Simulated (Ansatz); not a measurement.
# One arrangement of a pair

The pair of Br⁻ (SMILES [Br-], atom 1) and NH$_{3}$ (SMILES N, atoms 2–5), both closed shells, in one local arrangement (a lower one may exist), relaxed at PBE0-D4/def2-TZVPD:

```xyz
5
angstrom
Br -0.1348 0.1227 -2.7023
N -0.1506 0.1459 0.8560
H -0.2733 -0.8513 1.0026
H -0.2817 0.2689 -0.1563
H 0.8404 0.3137 1.0000
```

Program: Ansatz 0.2.0. Basis: def2-TZVPPD, with def2-QZVPPD for the basis limit. Cores are frozen in the correlated methods. Filled d shells of the heavier atoms are correlated. The def2 sets are not built for correlating such inner shells, so the correlated values are less sure here. B3LYP uses VWN-RPA correlation. Extrapolation: Hartree–Fock as exp(−7.88 √X), correlation as X^−2.97. Interaction energies count from these two fragments, frozen as in the pair, with the counterpoise correction; negative means bound.

(1) What is the interaction energy by CCSD(T) at an estimated basis limit (MP2 extrapolated from triple and quadruple zeta, plus CCSD(T) − MP2 in triple zeta)? (An estimate is asked for; the value comes from the calculation.)

(2) Which atoms make the shortest contact between the fragments?

T1 diagnostic: at most 0.009.

Results:

(1) By the calculation: -32.5 kJ/mol. Hartree–Fock alone gives -21.2 kJ/mol at the basis limit. It counts from the two fragments frozen as in the pair.

The same quantity by other methods in triple zeta, and each one's difference from that estimate:
```csv
method,E_int (kJ/mol),difference
PBE-D4,-34.9,-2.4
revPBE-D4,-32.1,0.4
BLYP-D4,-31.8,0.7
r2SCAN-D4,-33.1,-0.6
B97M-V,-31.3,1.2
PBE0-D4,-33.8,-1.3
B3LYP-D4,-32.2,0.2
HSE06-D4,-33.9,-1.4
wB97X-V,-32.0,0.5
wB97M-V,-31.9,0.6
B2PLYP,-28.9,3.5
HF,-21.1,11.4
MP2,-30.4,2.0
CCSD,-28.3,4.2
CCSD(T),-29.6,2.9
```
Differences are method less estimate.

(2) Br1 and H4, 2.55 Å apart.

Basis-set superposition shift (counterpoise-corrected less uncorrected): CCSD(T) 4.0; MP2 3.8; HF 0.4; PBE0-D4 0.5; wB97M-V 0.5 kJ/mol.

For scale, one of the runs: CCSD(T)/def2-TZVPPD, 145 basis functions, launched by `ansatz run in.yaml --threads 2 --pin off --events-out ev --progress --plain --max-ram 5222MiB`. Hardware: 2 CPU threads of an Arm Neoverse V1, shared host. Wall time 21 s; peak host memory 0.9 GiB.
